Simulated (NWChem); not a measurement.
C₂H₃ClF₂Si; SMILES F/C=C(/Cl)[SiH2]F

```xyz
9

F      1.6303    -1.8338    -0.3608
C      0.3243    -1.6588    -0.2344
C     -0.1976    -0.4719     0.0957
Cl    -1.9289    -0.3522     0.2180
Si     0.7699     1.0947     0.4307
F      0.5500     2.1283    -0.8029
H     -0.2579    -2.5668    -0.4247
H      0.2253     1.7335     1.6558
H      2.2189     0.7923     0.5356
```
Atoms are numbered in this order, from 1.

Level: PBE0/def2-SVP (NWChem), optimised geometry, unscaled harmonic frequencies. 

**Question.** List the harmonic frequencies with IR intensities, and the thermochemistry.

**Answer.** 
```tsv
frequency (cm⁻¹)	IR intensity (km/mol)
34	1.1
145	1.2
167	0.8
245	11.4
288	4.2
425	22.9
471	14.3
553	20.9
663	49.2
748	13.2
872	24.7
910	14.8
921	209.8
960	132.6
984	155.1
1225	119.2
1326	7.9
1716	118.7
2284	76.2
2296	103.3
3218	2.3
```

The zero-point energy comes out as 29.2 kcal/mol and the thermal correction to the enthalpy at 298.15 K (with zero-point energy) is 34.3 kcal/mol. The heat capacity Cv is 23.4 cal/(mol K) and the entropy at 298.15 K and 1 atm (symmetry number 1) comes out as 86.5 cal/(mol K). The dipole moment is 1.75 D.

Rigid rotor and harmonic oscillator; modes under 100 cm⁻¹ make the entropy uncertain.
